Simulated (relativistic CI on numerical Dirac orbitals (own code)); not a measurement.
d1 to d9 in one octahedral field

Computed with a parametric ligand-field model without spin-orbit coupling, by exact diagonalisation: B = 700, C = 3060, 10Dq = 8600 cm⁻¹ (Oh; |10Dq|/B = 12.3) for every shell. Energies in cm⁻¹; the field energy is (0.6 n_e − 0.4 n_t2) × 10Dq of the ground term; g labels are left out.

```tsv
Shell	Ground term	Electrons in e	Field energy	First spin-allowed bands	Lowest term of other spin
d1	2T2	0.000	-3440	2E 8600	
d2	3T1	0.064	-6326	3T2 7602, 3A2 16202	1T2 10737
d3	4A2	0.000	-10320	4T2 8600, 4T1 13795	2E 13967
d4	5E	1.000	-5160	5T2 8600	3T1 9095
d5	6A1	2.000	0	none	4T1 15909
d6	5T2	2.000	-3440	5E 8600	1A1 8179
d7	4T1	2.064	-6326	4T2 7602, 4A2 16202	2E 5779
d8	3A2	2.000	-10320	3T2 8600, 3T1 13795	1E 11397
d9	2E	3.000	-5160	2T2 8600
```

Every shell keeps the spin of the free ion. Only d4 to d7 can choose; the field needed to pair spins is smallest for d6 and largest for d5, which loses most exchange energy. In the strong-field picture 10Dq must exceed about 6B + 5C = 19500 (d4), 7.5B + 5C = 20550 (d5), 2.5B + 4C = 13990 (d6) and 4B + 4C = 15040 (d7); mixing of terms shifts these bounds somewhat. High-spin d^(n+5) repeats the spin-allowed bands of d^n, since the half-filled shell is spherical.
